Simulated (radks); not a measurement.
Effect of the nuclear size on the mercury ion Hg2+, [Xe] 4f14 5d10. Method: Dirac Kohn-Sham, LDA (Slater exchange, Perdew-Wang correlation), spin-unpolarised, spherical densities, finite nucleus; Fermi nuclear charge, rms radius 5.4648 fm; computed with a radial shooting solver on a logarithmic mesh with Libxc functionals. The rms radius is varied about that value; shifts are against it.

| rms radius (fm) | total energy shift (eV) | density at nucleus (e/bohr^3) | 1s1/2 shift (meV) | 2s1/2 shift (meV) | 5s1/2 shift (meV) | 5p1/2 shift (meV) | 5d5/2 shift (meV) | 6s1/2 (empty) shift (meV) | 6p1/2 (empty) shift (meV) |
|---|---|---|---|---|---|---|---|---|---|
| 4.6068 | -31.3 | 2.482e+06 | -12500 | -1870 | -22.3 | -0.623 | 0.182 | -2.90 | -0.153 |
| 4.9675 | -18.5 | 2.407e+06 | -7410 | -1110 | -13.2 | -0.369 | 0.108 | -1.71 | -0.090 |
| 5.4648 | 0 | 2.314e+06 | 0.000 | 0.000 | 0.000 | 0.000 | 0.000 | 0.000 | 0.000 |
| 5.9293 | 18.2 | 2.238e+06 | 7290 | 1090 | 13.0 | 0.365 | -0.106 | 1.69 | 0.089 |
| 6.2736 | 32.3 | 2.186e+06 | 12900 | 1930 | 23.0 | 0.649 | -0.188 | 2.99 | 0.158 |

Slopes of the eigenvalues against <r^2> in GHz/fm^2, as finite differences over the two radii next to the reference (eigenvalue slopes, not the field-shift constants of lines): 1s1/2 339000, 2s1/2 50600, 5s1/2 605, 5p1/2 17.0, 5d5/2 -4.93, 6s1/2 (empty) 78.5, 6p1/2 (empty) 4.15.
